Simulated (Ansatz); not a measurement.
Consider the substitution at a C–C bond: `CCCSC` + H₂Se → `CSC[SeH]` + `CC`.

Program: Ansatz. Geometries: PBE0-D4/def2-TZVP. ΔE: electronic, gas phase. CCSD(T)/CBS is the MP2 limit (def2-TZVPP, def2-QZVPP) plus CCSD(T) − MP2 in def2-TZVPP, frozen cores. This one scheme is used for every species. DFT in def2-TZVPP. For Se outer-core shells are correlated without core-valence functions, which leaves a few kJ/mol of doubt a bond. Scalar relativity is left out up to krypton. One conformer a species, not always the lowest.

(1) Is it downhill or uphill in electronic energy at CCSD(T)/CBS, and by how much? (Estimate.)

(2) What do these levels give: PBE-D4, PBE0-D4, PBE0, HF/def2-TZVPP, MP2/def2-QZVPP, MP2/CBS(def2)? (Best estimate.)

Largest T1 diagnostic among the species: 0.010.

## Answers

(1) Computed: Uphill: ΔE = +5.0 kJ/mol.

(2) Ansatz gave: PBE-D4 -0.2, PBE0-D4 4.1, PBE0 2.6, HF/def2-TZVPP 7.4, MP2/def2-QZVPP 1.5, MP2/CBS(def2) 1.0 kJ/mol.

From PBE to PBE0 (25 % exact exchange), in def2-TZVPP and without D4, ΔE moves by +4.4 kJ/mol.
